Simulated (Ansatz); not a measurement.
Abridged output of a molecular run in Ansatz:

```
Functional definition: HF
1943 factors; integrals over basis functions are off by at most 9.3e-4 eV
mean field evaluation 1: about -10417.0472 eV, gradient 4.0e1 eV
mean field evaluation 2: about -10417.2327 eV, gradient 4.0e1 eV
mean field evaluation 4: about -10421.1036 eV, gradient 5.9e0 eV
mean field evaluation 8: about -10421.2091 eV, gradient 3.6e-1 eV
mean field -10421.21017917 eV, -382.9724103345 hartree, gradient 9.3e-6 eV, S^2 0.000000; 0 other end points of the search recorded, 0 dependent functions left out
8 core orbitals not correlated: weight in the atoms' cores, before any rotation towards them, 1.000 or more for the frozen orbitals, at most 0.000 for the correlated occupied ones
reference -10421.21017917 eV, -382.9724103345 hartree; 20, 20 occupied and 272, 272 virtual orbitals, 1943 factors
second order -28.57226234 eV of doubles, -0.00000000 eV of singles
cycle   1  -28.78602001 eV  change   -2.1e-1 eV  update   1.3e-1
cycle   2  -29.55829947 eV  change   -7.7e-1 eV  update   4.0e-2
cycle   3  -29.73517530 eV  change   -1.8e-1 eV  update   2.3e-2
cycle   4  -29.72296168 eV  change    1.2e-2 eV  update   6.2e-3
cycle   5  -29.71928204 eV  change    3.7e-3 eV  update   2.8e-3
cycle   6  -29.71984784 eV  change   -5.7e-4 eV  update   8.7e-4
cycle   7  -29.71974646 eV  change    1.0e-4 eV  update   4.0e-4
cycle   8  -29.71975288 eV  change   -6.4e-6 eV  update   1.3e-4
cycle   9  -29.71983712 eV  change   -8.4e-5 eV  update   4.3e-5
cycle  10  -29.71984516 eV  change   -8.0e-6 eV  update   1.5e-5
perturbative correction -1.08704660 eV, -0.0399482255 hartree
Total energy: -10452.01707092 eV, -384.1045427248 hartree
```

Its atoms:

```xyz
14

C     0.597   -1.006    1.816
C     0.185   -0.317    0.559
C    -0.090   -1.148   -0.652
O     0.080    0.898    0.533
In   -0.555    2.239   -1.308
H     1.504   -1.588    1.631
H    -0.177   -1.723    2.107
H     0.766   -0.288    2.615
H     0.046   -2.213   -0.471
H     0.567   -0.819   -1.462
H    -1.112   -0.953   -0.988
H    -2.096    1.461   -1.528
H     0.735    1.690   -2.339
H    -0.450    3.765   -0.513
```

Problem. Which basis set was used?
A. def2-TZVPP
B. cc-pV(D+d)Z
C. def2-QZVPP
D. def2-SVPD

Solution. A. It gives 300 functions.

Problem. Write the keys of the input that set method, charge and spin (a neutral closed shell needs none for the last two).

Solution. 
```yaml
correlation: {method: ccsd_t}
```
